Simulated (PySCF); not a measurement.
# Potential energy of RbH⁺ along the bond

Set-up: Rb x2c-SVPall, H x2c-SVPall; spin-free X2C with a Gaussian nucleus (PySCF 2.14). Energies in eV from Rb⁺ + H in their ground configurations at the same level. State: ²Σ⁺ (doublet), unpaired electrons σ ↑.

All columns are r²SCAN. A positive dipole points towards H; it is taken about the centre of mass and depends on that origin.

```json
{"R (Å)": "3.039", "E (eV)": "-0.046", "μ (D)": "0.02", "Mulliken charge on Rb (basis-dependent)": "0.96", "HOMO (eV)": "-12.77", "LUMO (eV)": "-6.81", "Mayer bond order": "0.09", "⟨S²⟩": "0.75"}
{"R (Å)": "3.181", "E (eV)": "-0.052", "μ (D)": "0.02", "Mulliken charge on Rb (basis-dependent)": "0.96", "HOMO (eV)": "-12.58", "LUMO (eV)": "-6.66", "Mayer bond order": "0.09", "⟨S²⟩": "0.75"}
{"R (Å)": "3.322", "E (eV)": "-0.055", "μ (D)": "0.01", "Mulliken charge on Rb (basis-dependent)": "0.96", "HOMO (eV)": "-12.40", "LUMO (eV)": "-6.51", "Mayer bond order": "0.08", "⟨S²⟩": "0.75"}
{"R (Å)": "3.428", "E (eV)": "-0.055", "μ (D)": "0.00", "Mulliken charge on Rb (basis-dependent)": "0.96", "HOMO (eV)": "-12.27", "LUMO (eV)": "-6.40", "Mayer bond order": "0.08", "⟨S²⟩": "0.75"}
{"R (Å)": "3.534", "E (eV)": "-0.055", "μ (D)": "-0.01", "Mulliken charge on Rb (basis-dependent)": "0.96", "HOMO (eV)": "-12.15", "LUMO (eV)": "-6.28", "Mayer bond order": "0.07", "⟨S²⟩": "0.75"}
{"R (Å)": "3.640", "E (eV)": "-0.054", "μ (D)": "-0.02", "Mulliken charge on Rb (basis-dependent)": "0.97", "HOMO (eV)": "-12.03", "LUMO (eV)": "-6.17", "Mayer bond order": "0.07", "⟨S²⟩": "0.75"}
{"R (Å)": "3.781", "E (eV)": "-0.052", "μ (D)": "-0.03", "Mulliken charge on Rb (basis-dependent)": "0.97", "HOMO (eV)": "-11.87", "LUMO (eV)": "-6.02", "Mayer bond order": "0.06", "⟨S²⟩": "0.75"}
{"R (Å)": "3.958", "E (eV)": "-0.049", "μ (D)": "-0.06", "Mulliken charge on Rb (basis-dependent)": "0.97", "HOMO (eV)": "-11.70", "LUMO (eV)": "-5.85", "Mayer bond order": "0.05", "⟨S²⟩": "0.75"}
{"R (Å)": "4.170", "E (eV)": "-0.045", "μ (D)": "-0.09", "Mulliken charge on Rb (basis-dependent)": "0.98", "HOMO (eV)": "-11.50", "LUMO (eV)": "-5.66", "Mayer bond order": "0.05", "⟨S²⟩": "0.75"}
{"R (Å)": "4.453", "E (eV)": "-0.040", "μ (D)": "-0.13", "Mulliken charge on Rb (basis-dependent)": "0.98", "HOMO (eV)": "-11.27", "LUMO (eV)": "-5.43", "Mayer bond order": "0.03", "⟨S²⟩": "0.75"}
```

A fit through these points gives, at Re = 3.433 Å, μ = 0.00 D and dμ/dR = -0.0839 D/Å; the reduced mass is 0.996 u.

**Question.** How strong is the fundamental in the double-harmonic approximation, I = 42.26·(dμ/dR)²/μred km/mol?

**Answer.** I = 42.26·(-0.0839)²/0.996 = 0.299 km/mol at r²SCAN.

The bond is weak. Basis-set superposition, not corrected here, can be much of De in a small basis, most of all at correlated wavefunction levels. Spin–orbit coupling is left out. For an ion De counts to the pair picked by the measured ionisation energies or electron affinities, which need not be the lowest pair at this level. The state is the lowest determinant that a PBE0 search found; another state may lie lower at other levels.
